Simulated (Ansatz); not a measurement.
`C=CC(=C)[SiH3]` + `CNB(C)C` → `CB(C)N[SiH3]` + `C=CC(=C)C`  (formal exchange of groups at the Si–C bond)

Isolated molecules relaxed with PBE0-D4/def2-TZVP in Ansatz; ΔE leaves out vibrations. CBS: MP2 limit from def2 TZ/QZ plus the TZ coupled-cluster correction, frozen cores. DFT in def2-TZVPP. HSE06 is defined as in plane-wave codes. Each species was taken in one conformer, which may not be the lowest.

```tsv
level	ΔE (kJ/mol)	difference from CCSD(T)/CBS
r2SCAN-D4	-92.1	0.1
r2SCAN0-D4	-94.3	-2.1
HSE06-D4	-86.3	5.9
CAM-B3LYP-D4	-91.4	0.8
ωB97X-V	-90.0	2.2
B2PLYP	-91.2	1.0
PBE	-80.9	11.3
r2SCAN	-92.1	0.1
PBE0	-86.4	5.8
r2SCANh	-93.0	-0.8
HSE06	-86.2	6.0
HF/def2-SVP	-89.6	2.6
CCSD(T)/def2-SVP	-80.7	11.5
MP2/def2-TZVPP	-95.5	-3.3
SCS-MP2/def2-QZVPP	-95.2	-3.0
MP2/CBS(def2)	-96.9	-4.7
CCSD(T)/CBS	-92.2	0
```

Largest T1 diagnostic among the species: 0.012.

In def2-TZVPP, CCSD(T) changes the Hartree–Fock value by +9.3 kJ/mol (the triples alone add +1.9 kJ/mol) and MP2 by +4.6 kJ/mol. From BLYP to BHLYP (50 % exact exchange), in def2-TZVPP and without D4, ΔE moves by −10.9 kJ/mol.
